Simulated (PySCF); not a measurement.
C6H7NO.
Atom-mapped SMILES: `[OH:1][NH:2][c:3]1[cH:4][cH:5][cH:6][cH:7][cH:8]1` (hydrogens: H9 on O1; H10 on N2; H11 on C4; H12 on C5; H13 on C6; H14 on C7; H15 on C8)

The geometry is computed with GFN2-xTB (gas phase).

Q: What internal coordinates does the optimisation give?

A: 
| bond | length (Å) | order |
| --- | --- | --- |
| O1–N2 | 1.416 | single |
| N2–C3 | 1.393 | single |
| C3–C4, C3–C8 | 1.393 | aromatic |
| C4–C5, C7–C8 | 1.381 | aromatic |
| C5–C6, C6–C7 | 1.385 | aromatic |
| O1–H9 | 0.968 | single |
| N2–H10 | 1.015 | single |
| C4–H11, C8–H15 | 1.080 | single |
| C5–H12, C7–H14 | 1.080 | single |
| C6–H13 | 1.079 | single |

Bonds in one row agree within 0.01 Å and their mean is given. Orders are formal, as drawn. A selection of angles:
| angle | degrees |
| --- | --- |
| O1–N2–C3 | 116.7 |
| N2–C3–C4 | 121.7 |
| N2–C3–C8 | 118.8 |
| C4–C3–C8 | 119.3 |
| C3–C4–C5 | 120.1 |
| C4–C5–C6 | 120.5 |
| C5–C6–C7 | 119.5 |
| C6–C7–C8 | 120.5 |
| H9–O1–N2 | 106.2 |
| H10–N2–O1 | 108.1 |
| H10–N2–C3 | 114.0 |

Dihedral angles: O1–N2–C3–C4 27° (synperiplanar); H9–O1–N2–C3 -102° (anticlinal). The mirror-image conformer, all signs reversed, is as good.

The 6-membered ring C3–C4–C5–C6–C7–C8 has internal angles of 119.3° to 120.5°; it is planar, 0.00 Å rms from its mean plane, widest ring torsion 1°. N2 (hydroxylamine nitrogen) is pyramidal (angles 116.7°, 114.0° and 108.1°, sum 338.8°, 0.34 Å off the plane of its three neighbours). Of the pairs four or more bonds apart, O1···H11 is among the closest relative to their van der Waals radii: 2.50 Å, 92 % of the sum of Bondi's values. O1 (hydroxyl oxygen) is bent (angle 106.2°).

Point group: C1 (no symmetry element, even within 0.4 Å). GFN2-xTB frequencies: not computed here. One conformer, not necessarily the lowest (H–O1–N2–C3 -102°, O1–N2–C3–C4 27°).
